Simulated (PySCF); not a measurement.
This PySCF input asks for the NMR shieldings of `C[C@@H](CF)C(F)(F)[SiH3]`, C₄H₉F₃Si; the geometry comes from GFN2-xTB.

```python
import basis_set_exchange as bse
import numpy as np
from pyscf import gto, dft
from pyscf.prop import nmr

atoms = """
C    -0.841164   -0.203741    1.539403
C    -0.610873   -0.714173    0.120378
C    -1.409140    0.092498   -0.896265
F    -1.041539    1.419306   -0.842328
C     0.872483   -0.680048   -0.252787
F     1.022103   -1.381057   -1.433115
F     1.564800   -1.437022    0.661711
Si    1.781122    1.025143   -0.471309
H    -0.196143   -0.728940    2.238654
H    -0.630783    0.860788    1.599521
H    -1.875854   -0.370581    1.829654
H    -0.943651   -1.757202    0.048146
H    -1.214880   -0.246123   -1.918006
H    -2.480833    0.052484   -0.680978
H     1.461282    1.485938   -1.814927
H     3.191654    0.673518   -0.328600
H     1.344420    1.921243    0.590936
"""
names = dict.fromkeys(["C", "F", "Si", "H"], "pcSseg-1")
basis = {el: gto.basis.parse(bse.get_basis(n, elements=[el], fmt="nwchem")) for el, n in names.items()}
mol = gto.M(atom=atoms, basis=basis, charge=0, verbose=0)
mf = dft.RKS(mol, xc="PBE0")
mf.grids.level = 2
mf.grids.alignment = dft.numint.BLKSIZE   # the property module wants whole blocks of grid points
mf.conv_tol = 1e-9
mf.kernel()

calc = nmr.RKS(mf)   # GIAO
C = mf.mo_coeff
Co = C[:, mf.mo_occ > 0]
resp = mf.gen_response(singlet=True, hermi=2)
def vind(x):   # induced exchange potential for any number of trial vectors
    d = np.einsum("pi,xij,qj->xpq", C, 2 * x.reshape(-1, C.shape[1], Co.shape[1]), Co, optimize=True)
    return np.einsum("xpq,pi,qj->xij", resp(d - d.transpose(0, 2, 1)), C, Co, optimize=True).ravel()
mo1, _ = nmr.rhf.solve_mo1(calc, with_cphf=vind)
sigma = calc.kernel(mo1)
for i, s in enumerate(sigma):   # ppm
    w = np.linalg.eigvalsh((s + s.T) / 2)
    print("%2d %-2s iso %8.1f  s11 %8.1f  s22 %8.1f  s33 %8.1f" % (i, mol.atom_pure_symbol(i), w.mean(), *w))
```

Task: What does it print?

Result: 
```
 0 C  iso    174.0  s11    159.5  s22    174.1  s33    188.3
 1 C  iso    138.3  s11    127.5  s22    137.1  s33    150.2
 2 C  iso    100.7  s11     66.0  s22     85.2  s33    150.9
 3 F  iso    431.0  s11    385.2  s22    438.0  s33    469.7
 4 C  iso     50.6  s11     35.4  s22     49.3  s33     67.1
 5 F  iso    290.8  s11    180.9  s22    318.4  s33    373.0
 6 F  iso    298.1  s11    184.9  s22    317.5  s33    392.0
 7 Si iso    418.7  s11    389.3  s22    421.5  s33    445.2
 8 H  iso     30.2  s11     24.9  s22     29.6  s33     36.2
 9 H  iso     30.1  s11     25.9  s22     29.7  s33     34.8
10 H  iso     30.7  s11     26.4  s22     27.4  s33     38.3
11 H  iso     29.7  s11     26.4  s22     28.6  s33     34.3
12 H  iso     26.6  s11     22.8  s22     26.6  s33     30.5
13 H  iso     27.1  s11     22.6  s22     26.5  s33     32.1
14 H  iso     27.8  s11     24.3  s22     26.8  s33     32.4
15 H  iso     27.8  s11     24.2  s22     26.1  s33     33.1
16 H  iso     27.6  s11     23.9  s22     27.5  s33     31.4
```

These numbers come from an equivalent density-fitted implementation of the same equations, which agrees with the script to about 0.01 ppm for H and up to a few tenths of a ppm for heavy atoms, so last digits may differ.

Task: Turn these shieldings into chemical shifts. δ = σ(ref) − σ, references computed at the same level: ¹³C (186.93 ppm) and ²⁹Si (349.16 ppm) and ¹H (31.72 ppm) against TMS; CFCl3 for ¹⁹F (170.95 ppm).

Result: Averaging equivalent atoms: C 4: 136.3; C 2: 86.2; C 1: 48.7; C 0: 12.9; F 5: -119.8; F 6: -127.2; F 3: -260.0; Si 7: -69.5; H 12: 5.07; H 13: 4.64; H 14/15/16: 3.98; H 11: 1.99; H 8/9/10: 1.36 ppm. Unscaled 19F shifts against computed CFCl3 carry errors that often reach 10 to 50 ppm.

Size and cost of the density-fitted run: 188 basis functions, 67 s wall time on 1 thread of an Intel Xeon, shared host; peak memory 0.85 GiB.
